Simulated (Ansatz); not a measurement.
Consider the formal exchange of groups at a B–Se bond: `C[Se]B[SiH3]` + `C[SiH2]F` → `C[SiH](F)B[SiH3]` + `C[SeH]`.

Program: Ansatz. Geometries: PBE0-D4/def2-TZVP. ΔE: electronic, gas phase. CCSD(T)/CBS adds triple-zeta CCSD(T) − MP2 to the extrapolated MP2 energy (def2 sets, frozen cores). DFT in def2-TZVPP. B3LYP here is the variant with VWN-RPA as its local correlation; programs differ in this. HSE06 is defined as in plane-wave codes. For Se outer-core shells are correlated without core-valence functions, which leaves a few kJ/mol of doubt a bond. Scalar relativity is left out up to krypton. One conformer a species, not always the lowest.

(1) Is it downhill or uphill in electronic energy at CCSD(T)/CBS, and by how much? (Estimate.)

(2) What do these levels give: revPBE-D4, BLYP-D4, r2SCANh-D4, HSE06-D4, B2PLYP, revPBE, r2SCAN, B3LYP, r2SCANh, HF/def2-SVP, MP2/def2-SVP, HF/def2-QZVPP? (Estimate.)

Largest T1 diagnostic among the species: 0.014.

## Answers

(1) Ansatz gave: Uphill: ΔE = +132.7 kJ/mol.

(2) Computed: revPBE-D4 125.9, BLYP-D4 125.9, r2SCANh-D4 130.0, HSE06-D4 126.2, B2PLYP 132.1, revPBE 124.7, r2SCAN 130.7, B3LYP 125.1, r2SCANh 130.3, HF/def2-SVP 113.4, MP2/def2-SVP 140.0, HF/def2-QZVPP 115.5 kJ/mol.

In def2-TZVPP, CCSD(T) changes the Hartree–Fock value by +16.4 kJ/mol (the triples alone add +5.0 kJ/mol) and MP2 by +27.9 kJ/mol. Leaving LDA and LC-ωPBE aside and taking each functional with its dispersion term where it has one, the values, not all of them listed here, spread over 11.5 kJ/mol, from ωB97X-V to PBE-QIDH. LDA lies +6.1 kJ/mol from PBE without D4.
